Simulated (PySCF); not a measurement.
# Re: excitation energy

Re [Xe] 4f14 5d5 6s2 (6S) → Re [Xe] 4f14 5d6 6s1 (6D), as a difference of total energies. All numbers are calculated (PySCF 2.14, scalar relativity through the core potential, in def2-QZVPPD with the def2 core potential (60 electrons)). Correlated levels: valence: 5s2 5p6 frozen. The calculations carry no spin-orbit coupling.

| method | excitation energy (cm⁻¹) |
| --- | --- |
| UHF | 14625 |
| MP2 (valence) | 13242 |
| SCS-MP2 (valence) | 13192 |
| CCSD (valence) | 14163 |
| CCSD(T) (valence) | 14145 |

Errors of the correlated levels include the incompleteness of this basis and the frozen core.

For comparison: 14190 cm⁻¹ (measured; NIST levels, between the centres of gravity of the two terms).
